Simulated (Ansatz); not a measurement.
Species: SiNH₄, charge 0, doublet. SiNH4 (SMILES N[SiH2], doublet).
B3LYP-D3(BJ)/def2-TZVP minimum from Ansatz (an electronic-structure program):
```xyz
6

Si     0.3663    -0.1818    -0.4796
N     -0.5604     0.3755     0.8720
H     -0.3719     0.2234    -1.7096
H      0.4310    -1.6678    -0.3793
H     -0.9051     1.3231     0.8978
H     -0.3598     0.0386     1.8013
```
Charge 0, spin multiplicity 2.

Quantity: atomisation energy (electronic, to ground-state atoms), in kcal/mol. UHF or UKS for unpaired electrons; spin-orbit terms are left out. CBS(X,Y): correlation extrapolated as X^-3, Hartree-Fock from the larger set (Q,5: extrapolated as (X+1)exp(-9√X)). A bracket is a step between two methods taken in the basis named. Functionals run without relativity, which enters their misses. Double hybrids freeze cores in their MP2 part. '+ core + X2C': CCSD(T) terms for core correlation (cc-pwCVTZ, 1s frozen past Ne) and scalar relativity (cc-pVTZ-DK). For partners of very few electrons the exact lower level stands in for a higher one.

CCSD(T)/CBS(cc-pV(Q+d)Z,cc-pV(5+d)Z) + [CCSDT(Q) - CCSD(T)]/cc-pV(D+d)Z + core + X2C (Ansatz) gives 422.4 kcal/mol.

Problem. What does PBE/def2-TZVPD (Ansatz) give here, and how do the other levels compare?

Solution. PBE gives 424.7 kcal/mol, 2.3 kcal/mol above it. Differences of the others: r2SCAN/def2-TZVPD (Ansatz) -0.5; PBE0/def2-TZVPD (Ansatz) -4.4; B2PLYP/def2-TZVPD (Ansatz) -5.2; CCSD(T)/CBS(cc-pV(Q+d)Z,cc-pV(5+d)Z) + core + X2C (Ansatz) -0.4 kcal/mol. Nearer than PBE: r2SCAN/def2-TZVPD, CCSD(T)/CBS(cc-pV(Q+d)Z,cc-pV(5+d)Z) + core + X2C.
